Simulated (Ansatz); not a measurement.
Gas-phase reaction R1 → P1 + P2, each structure at its B3LYP-D3(BJ)/def2-TZVP stationary point, reached from a drawn start (curvature not checked).
R1, HF (SMILES F) (charge 0, multiplicity 1):
```json
[
 {"atom": "H", "x (Å)": "0.0000", "y (Å)": "0.0000", "z (Å)": "-0.4622"},
 {"atom": "F", "x (Å)": "0.0000", "y (Å)": "0.0000", "z (Å)": "0.4622"}
]
```
P1: F atom, charge 0, multiplicity 2.
P2: H atom, charge 0, multiplicity 2.

P less R. No zero-point or thermal terms; singlets are restricted closed shells; open shells are unrestricted; no spin–orbit coupling.

Cores are frozen in the correlated methods.

The values were computed with Ansatz (a quantum-chemistry and plane-wave program) with Gaussian orbitals. All values are computed, each at the level named.

PBE/def2-TZVPP gives 6.115 eV for the reaction energy.

### Question
How do the other levels lie against it? Give each less PBE: r2SCAN/def2-TZVPP, B3LYP/def2-TZVPP, wB97M-V/def2-TZVPP, B2PLYP/def2-TZVPP, MP2/cc-pVQZ, CCSD(T)/cc-pVQZ.

### Answer
r2SCAN/def2-TZVPP -0.154; B3LYP/def2-TZVPP -0.117; wB97M-V/def2-TZVPP -0.093; B2PLYP/def2-TZVPP -0.119; MP2/cc-pVQZ 0.143; CCSD(T)/cc-pVQZ -0.050 eV. 1 of 6 lie above PBE; the widest gap is to r2SCAN/def2-TZVPP.
